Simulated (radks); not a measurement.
Q: The mean radii <r> (bohr) of the occupied orbitals of an atom or ion are listed with their occupations. All-electron calculation, scalar-relativistic Kohn-Sham, exchange-only LDA, spin-polarised, spherical densities, point nucleus. Program: a radial shooting solver on a logarithmic mesh with Libxc functionals.

| orbital | occ. | <r> |
|---|---|---|
| 1s up | 1 | 0.02037 |
| 1s down | 1 | 0.02037 |
| 2s up | 1 | 0.08517 |
| 2s down | 1 | 0.08514 |
| 2p up | 3 | 0.07528 |
| 2p down | 3 | 0.07525 |
| 3s up | 1 | 0.2033 |

Name the element and its charge. Open shells, if any, are filled with parallel spins first.

A: Z = 68, erbium, charge +57: Er57+ in [Ne] 3s1. The 1s radius gives Z: for a bare nucleus <r> = (2 gamma + 1)/(2Z) with gamma = sqrt(1 - (Z/c)^2), 0.02012 bohr for Z = 68, and screening makes it slightly larger (0.02037 here). The occupations add up to 11, and the charge is Z minus that.
